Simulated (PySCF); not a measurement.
## Computed structure and properties of [Nd(OH)3]−

System: [Nd(OH)3]− (singlet in the valence; each metal's 4f electrons, 4 of them, lie in its core potential, out of spins and levels); start: template (C3v). Method: PySCF 2.14.0, RKS PBE0, Nd lcecp-0-SVP with ECP50, O def2-SVP, H def2-SVP; non-relativistic Hamiltonian with scalar-relativistic core potentials where named; density fitting; no spin-orbit coupling.

Input of the relaxation:

```python
mol = gto.M(atom='''
Nd    -0.00000     0.00000    -0.00549
O      2.36058     0.00002    -0.00549
H      3.26062     0.00003     0.34451
O     -1.18031     2.04431    -0.00549
H     -1.63033     2.82377     0.34451
O     -1.18027    -2.04433    -0.00549
H     -1.63029    -2.82379     0.34451''',
    basis={'Nd': 'lcecp-0-SVP', 'O': 'def2-SVP', 'H': 'def2-SVP'},
    ecp={'Nd': 'lcecp-0-SVP'},
    charge=-1, spin=0)
mf = dft.RKS(mol, xc='PBE0')
mf.grids.atom_grid = (50, 194)  # f atoms: unpruned, at least (60, 302)
mf = mf.density_fit()  # fitting sets: Nd AutoAux, O def2-universal-JKFIT, H def2-universal-JKFIT
mf.conv_tol = 1e-08; mf.max_cycle = 55
mf.kernel(dm0)  # dm0: converged density of the start geometry
# quasi-Newton relaxation in Cartesian coordinates to a largest gradient under 0.00045 Eh/bohr, steps kept in the point group
```

Run from Python with OMP_NUM_THREADS=2; the lines above give its settings. Where DIIS fails, smearing, a level shift and second-order steps follow.
It took 26 s on 2 threads of AMD EPYC 9R45 (Zen 5), on a shared host, from the converged density of the start.

Course of the relaxation:

```tsv
step	energy above end (eV)	largest force component within the symmetry (eV/Å)
0	0.0989	0.277
1	0.0631	0.340
2	0.0373	0.264
3	0.0306	0.096
4	0.0246	0.144
5	0.0191	0.289
6	0.0141	0.273
7	0.0076	0.118
8	0.0047	0.291
9	0.0015	0.069
10	0.0004	0.078
11	0.0002	0.051
12	0.0000	0.001
```

Relaxed geometry (D3h):

```xyz
7

Nd    0.0000    0.0000    0.1343
O     2.3076    0.0000    0.1416
H     3.2670    0.0000    0.1509
O    -1.1538    1.9985    0.1416
H    -1.6335    2.8293    0.1509
O    -1.1538   -1.9985    0.1416
H    -1.6335   -2.8293    0.1509
```

| contact | Å |
| --- | --- |
| Nd1–O2 (OH) | 2.308 |
| Nd1–O4 (OH) | 2.308 |
| Nd1–O6 (OH) | 2.308 |

On the finer grid (75, 302):

| Item | Value |
| --- | --- |
| HOMO | not given (4f levels lie in the core) |
| LUMO | not given (4f levels lie in the core) |
| Dipole about the centre of mass | 0.02 D |
| Set of Mulliken populations of Nd1 outside the core potential | s 2.10, p 6.29, d 1.00, f 0.04 |
| D3(BJ) dispersion energy (not in the energies) | -0.079 eV |

```json
{"atom": "Nd1", "Mulliken (e)": "0.57", "Löwdin (e)": "0.36", "spin (e)": "0.00"}
{"atom": "O2", "Mulliken (e)": "-0.63", "Löwdin (e)": "-0.47", "spin (e)": "0.00"}
{"atom": "H3", "Mulliken (e)": "0.11", "Löwdin (e)": "0.02", "spin (e)": "0.00"}
{"atom": "O4", "Mulliken (e)": "-0.63", "Löwdin (e)": "-0.47", "spin (e)": "0.00"}
{"atom": "H5", "Mulliken (e)": "0.11", "Löwdin (e)": "0.02", "spin (e)": "0.00"}
{"atom": "O6", "Mulliken (e)": "-0.63", "Löwdin (e)": "-0.47", "spin (e)": "0.00"}
{"atom": "H7", "Mulliken (e)": "0.11", "Löwdin (e)": "0.02", "spin (e)": "0.00"}
```

The 4f levels lie in the core potential and are missing. Their spin isn't counted.

On the grid (50, 194), as all that follows. Harmonic modes: a minimum; lowest 62 cm⁻¹ (negative: unstable), highest 3935 cm⁻¹, zero-point energy 0.925 eV.

Taking off one OH (charge -1, singlet; the rest: singlet) in vacuum, both parts rigid, costs 4.61 eV; the small basis without counterpoise inflates it.

Rigid scan of OH along the line from its metal:

distance to O2 (Å), energy (eV) and a bar:
```
     2.01      0.687 #########
     2.11      0.263 ###
     2.21      0.057 #
     2.31      0.000 
     2.41      0.043 #
     2.51      0.150 ##
     2.71      0.467 ######
     3.01      1.014 #############
     3.41      1.682 #####################
     3.91      2.353 ##############################
```

One start shape was tried, so this needn't be the lowest isomer.

An lcecp potential fixes the number of 4f electrons, so in runs with it no electron can move into or out of that shell; real Nd(II) is rare or takes another configuration.
